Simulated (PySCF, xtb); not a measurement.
CH3IMg, SMILES [Mg]([I])[CH3].

GFN2-xTB (xtb 6.7.1) at its own geometry gives an orbital gap of 3.05 eV and a dipole moment of 6.51 D.

Geometry optimised at B3LYP-D3(BJ)/def2-TZVP. The def2 effective core potentials stand for the cores of I; spin–orbit coupling is left out.

What does PBE/def2-TZVPD (PySCF) give? (The exact figures need the calculation; the answer reports its results.)

gap 4.43 eV (levels -6.31 and -1.88 eV), dipole 1.99 D.
